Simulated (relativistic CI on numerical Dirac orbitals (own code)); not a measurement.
Computed by Dirac-Coulomb-Breit CI, orbitals from a KLI potential per configuration, model QED (radiative potential, 1s self-energy scaled to tabulated hydrogen-like ionisation energies), unscaled Slater integrals (own radial code, finite nucleus).

CI space (outside the closed core 1s2): 2s2 2p4, 2s 2p5, 2p6, 2p5 3s, 2p5 3p, 2p5 3d, 2s2 2p3 3s, 2s2 2p3 3p, 2s2 2p3 3d, 2s 2p4 3s, 2s 2p4 3p, 2s 2p4 3d, 2s2 2p3 4s, 2s2 2p3 4p, 2s2 2p3 4d, 2s2 2p3 4f, 2s 2p4 4s, 2s 2p4 4p, 2s2 2p2 3s2, 2s 2p4 4d, 2s 2p4 4f, 2s2 2p2 3s 3p, 2s2 2p3 5s, 2s2 2p3 5p, 2s2 2p2 3s 3d, 2s2 2p3 5d, 2s2 2p2 3p2, 2s2 2p3 5f, 2s2 2p3 5g, 2s2 2p2 3p 3d, 2s 2p3 3s2, 2s2 2p2 3d2, 2s 2p3 3s 3p, 2s 2p3 3s 3d, 2s 2p3 3p2, 2s 2p4 5s. Levels of other configurations are missing.

At this charge energies of transitions that change n are usually good to better than 1 %, and those within a shell (Δn = 0) to a few per cent.

Outline of the computed level scheme of Ce LI. Lowest level of each configuration: 2s2 2p4 3P_2 at 0.00 eV; 2s 2p5 3P°_2 at 748.78 eV; 2p6 1S_0 at 1590.91 eV; 2s2 2p3 3s 3P°_2 at 5192.80 eV; 2s2 2p3 3p 3P_1 at 5277.83 eV; 2s2 2p3 3d 3D°_2 at 5499.93 eV; 2s 2p4 3s 5P_3 at 5893.30 eV.

Some strong electric-dipole decays among the lowest 45 levels: 2s2 2p3 3d 3D°_3 → 2s2 2p4 3P_2 (8.0e+14 s⁻¹); 2s2 2p3 3d 3D°_1 → 2s2 2p4 1S_0 (5.0e+14 s⁻¹); 2s2 2p3 3d 3D°_2 → 2s2 2p4 3P_2 (3.6e+14 s⁻¹); 2s2 2p3 3d 3D°_1 → 2s2 2p4 3P_2 (9.6e+13 s⁻¹); 2s2 2p3 3s 1D°_2 → 2s2 2p4 1D_2 (6.7e+13 s⁻¹); 2s2 2p3 3s 3S°_1 → 2s2 2p4 3P_1 (6.4e+13 s⁻¹); 2s2 2p3 3s 1P°_1 → 2s2 2p4 3P_2 (6.1e+13 s⁻¹); 2s2 2p3 3s 3P°_0 → 2s2 2p4 3P_1 (3.9e+13 s⁻¹).

LS names give the leading component of a level, which can be under half, so a name can repeat, a term be missing and a line seem to break the LS rules.
